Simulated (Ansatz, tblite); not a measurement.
Forces on the cluster Mo7⁺ at its PBE-D4/def2-SVP geometry. The state is a doublet with charge 1.

In the def2 sets Mo takes a core potential; there is no spin–orbit coupling. The xTB rows come from tblite. No other spin state of charge 1 was run. Another isomer (doublet) lies 1.34 eV lower at PBE0-D4/def2-TZVP; other spin states weren't run for this one.

GFN1-xTB (tblite), largest force 39.97 eV/Å:

```xyz
7
positions Å, forces eV/Å
Mo   -1.603    0.420   -0.391   -5.245    9.912    2.801
Mo   -0.056    1.095    2.199  -37.348   13.959    2.834
Mo    0.308   -0.490   -2.317   19.013    9.657   -6.301
Mo    0.908    1.019   -0.332    5.486    9.999   -3.453
Mo    0.112   -0.978    0.522    0.373  -12.456    6.014
Mo    1.898    0.378    2.081   37.412  -13.648   -2.060
Mo   -1.567   -1.443   -1.763  -19.689  -17.422    0.165
```

GFN2-xTB (tblite), largest force 27.87 eV/Å:

```
Mo -1.002 6.363 2.560
Mo -26.332 9.123 0.511
Mo 12.388 6.888 -2.452
Mo 2.215 5.131 -1.838
Mo -0.053 -6.774 2.565
Mo 25.508 -9.465 -2.113
Mo -12.725 -11.266 0.767
```

PBE-D4/def2-TZVP (Ansatz), largest force 0.19 eV/Å:

```
Mo 0.152 -0.098 -0.014
Mo 0.029 -0.055 -0.091
Mo -0.045 0.016 0.108
Mo -0.102 -0.131 0.070
Mo -0.017 0.177 -0.057
Mo -0.075 -0.001 -0.076
Mo 0.057 0.092 0.060
```
